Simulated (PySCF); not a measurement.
**Basis-set dependence of the ionisation energy of Tb²⁺**

Tb²⁺ [Xe] 4f9 (high-spin determinant) → Tb³⁺ [Xe] 4f8 (7F). All values are computed (PySCF 2.14, energy differences of UHF-based or UKS calculations, no spin-orbit coupling). Values in eV.

```
       basis    Hamiltonian  functions     UHF  r2SCAN    PBE0  MP2 (valence)
 cc-pVDZ-X2C  spin-free X2C         84  17.416  22.124  21.796         20.765
ANO-RCC-VTZP  spin-free X2C        104  17.419  22.542  22.129         21.539
x2c-TZVPPall  spin-free X2C        113  17.343  22.420  22.027         21.204
 cc-pVTZ-X2C  spin-free X2C        145  17.380     n/a     n/a            n/a
```

Task: Estimate the row for x2c-TZVPPall with one added diffuse shell each of s, p, d, f type (spin-free X2C, 129 functions).

Result: From the rows with the same Hamiltonian and similar size; the calculation gives UHF 17.36; r2SCAN 22.48; PBE0 22.07; MP2 (valence) 21.25 (eV).

Frozen in the all-electron rows: valence: [Kr] 4d10.

One determinant mixes LS terms of the configuration, so the numbers do not refer to single terms.

Between the lowest levels the reference is 21.82 ± 0.03 eV (semi-empirical (NIST evaluation); NIST Atomic Spectra Database, ionization energies); it includes spin-orbit coupling, which these numbers lack.
